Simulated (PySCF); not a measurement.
## Steps of a relaxation of [Er(H2O)2]3+

[Er(H2O)2]3+ (singlet in the valence; each metal's 4f electrons, 11 of them, lie in its core potential, out of spins and levels; a saddle point, relaxed within its symmetry). PySCF 2.14.0, RKS TPSS, Er lcecp-1-SVP with ECP57, O def2-SVP, H def2-SVP; non-relativistic Hamiltonian with scalar-relativistic core potentials where named; density fitting; no spin-orbit coupling. Origin of the start: template. Columns: position (Å) and force (eV/Å). Energies are counted from the last step; some of the 6 steps are shown. Forces carry noise of the integration grid, about 0.01 to 0.03 eV/Å.

Run from Python with OMP_NUM_THREADS=2. Where DIIS fails, smearing, a level shift and second-order steps follow.
It took 46 s on 2 threads of Arm Neoverse V1, on a shared host, from the converged density of the start.

```xyz
7
step 0  E = 0.417 eV
Er    0.0000    0.0000    0.0000     0.00    0.00    0.00
O     0.0000    0.0000    2.4225     0.00    0.00   -3.10
H     0.5445    0.5445    3.0125     0.73    0.73    0.82
H    -0.5445   -0.5445    3.0125    -0.73   -0.73    0.82
O     0.0000    0.0000   -2.4225     0.00    0.00    3.10
H     0.5445   -0.5445   -3.0125     0.73   -0.73   -0.82
H    -0.5445    0.5445   -3.0125    -0.73    0.73   -0.82
```

```xyz
7
step 2  E = 0.034 eV
Er    0.0000    0.0000    0.0000     0.00    0.00    0.00
O     0.0000    0.0000    2.2682     0.00    0.00    0.27
H     0.5543    0.5543    2.9144    -0.21   -0.21   -0.38
H    -0.5543   -0.5543    2.9144     0.21    0.21   -0.38
O     0.0000    0.0000   -2.2682     0.00    0.00   -0.27
H     0.5543   -0.5543   -2.9144    -0.21    0.21    0.38
H    -0.5543    0.5543   -2.9144     0.21   -0.21    0.38
```

```xyz
7
step 3  E = 0.006 eV
Er    0.0000    0.0000    0.0000     0.00    0.00    0.00
O     0.0000    0.0000    2.2259     0.00    0.00    0.47
H     0.5524    0.5524    2.8695    -0.12   -0.12   -0.24
H    -0.5524   -0.5524    2.8695     0.12    0.12   -0.24
O     0.0000    0.0000   -2.2259     0.00    0.00   -0.47
H     0.5524   -0.5524   -2.8695    -0.12    0.12    0.24
H    -0.5524    0.5524   -2.8695     0.12   -0.12    0.24
```

Q: Where does the relaxation end?

A: It converges at step 5 in D2d:
```xyz
7
step 5  E = 0
Er    0.0000    0.0000    0.0000
O     0.0000    0.0000    2.2274
H     0.5523    0.5523    2.8586
H    -0.5523   -0.5523    2.8586
O     0.0000    0.0000   -2.2274
H     0.5523   -0.5523   -2.8586
H    -0.5523    0.5523   -2.8586
```

Q: How did the contacts change?

A: 
```
     contact  start (Å)  end (Å)
Er1–O2 (H2O)      2.422    2.227
Er1–O5 (H2O)      2.422    2.227
```


An lcecp potential fixes the number of 4f electrons, so in runs with it no electron can move into or out of that shell.
